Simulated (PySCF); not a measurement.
**Related systems: non-ionic photoacid generator**

All values: TDA PBE0/6-31G*, gas phase, PySCF SCF with an in-house response code, fitting set def2-universal-JFIT up to Ne and JKFIT beyond, grid level 1 (kernel 0), vertical, one conformer each, geometries GFN2-xTB; core orbitals frozen in the response, virtual orbitals above 1.5 Eh left out. The lowest 6 singlets were sought, and the brightest is taken among them. The runs took 0.6 to 7 CPU minutes each on shared server CPUs.

Some members have dark charge-transfer states, which this functional places too low. The basis has no diffuse functions, so the polarisability comes out too low.

| system | formula | HOMO-LUMO gap / eV | S1 / eV | HOMO / eV | f(S1) | polarisability / bohr³ |
| --- | --- | --- | --- | --- | --- | --- |
| O=S(=O)(c1ccccc1S(=O)(=O)C(F)(F)F)C(F)(F)F | C8H4F6O4S2 | 6.43 | 5.39 | -8.74 | 0.031 | 121 |
| O=S(=O)(c1ccccc1)c1ccccc1S(=O)(=O)c1ccccc1 | C18H14O4S2 | 5.53 | 4.71 | -7.16 | 0.024 | 215 |
| O=S(=O)(c1ccccc1S(=O)(=O)c1c(F)c(F)c(F)c(F)c1F)c1c(F)c(F)c(F)c(F)c1F | C18H4F10O4S2 | 5.27 | 4.50 | -7.48 | 0.002 | 222 |
| CCCCS(=O)(=O)c1ccccc1S(=O)(=O)CCCC | C14H22O4S2 | 6.35 | 5.29 | -7.93 | 0.009 | 184 |
| O=S(=O)(c1ccccc1S(=O)(=O)C1CCCCC1)C1CCCCC1 | C18H26O4S2 | 6.16 | 5.12 | -7.67 | 0.005 | 220 |
| O=S(=O)(c1ccccc1S(=O)(=O)C(F)(F)C(F)(F)C(F)(F)C(F)(F)F)C(F)(F)C(F)(F)C(F)(F)C(F)(F)F | C14H4F18O4S2 | 6.34 | 5.29 | -8.79 | 0.014 | 184 |
